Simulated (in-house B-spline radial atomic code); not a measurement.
Configurations of Ti⁵⁺, with energies counted from [Ne] 3s2 3p5. Computed with a B-spline radial code for spherical atoms: scalar-relativistic (X2C) wB97X, spin-polarised, spherical fractional occupations, exact exchange averaged over the configuration, Fermi nucleus of rms radius 3.5921 fm. Shells without spins written out take the highest spin.

Occupations are held fixed; configurations that lie above the ionisation limit could autoionise.

```
   configuration  E - E(ref) (eV)  highest orbital  its <r> (bohr)
[Ne] 3s1 3p5 3d1           60.392            3d up           1.039
[Ne] 3s2 3p4 4d1           80.463            4d up           2.658
[Ne] 3s2 3p4 4f1            88.12            4f up           2.762
[Ne] 3s1 3p5 4p1           95.252            4p up           2.315
```

(1) Order these further configurations by energy, lowest first.
A. [He] 2s2 2p5 3s2 3p6
B. [Ne] 3s1 3p5 4f1
C. [Ne] 3s1 3p5 4s1
D. [Ne] 3s2 3p4 3d1
E. [Ne] 3s2 3p4 4s1

Answers

(1) D (34.961 eV), E (61.886 eV), C (87.649 eV), B (113.94 eV), A (429.96 eV).
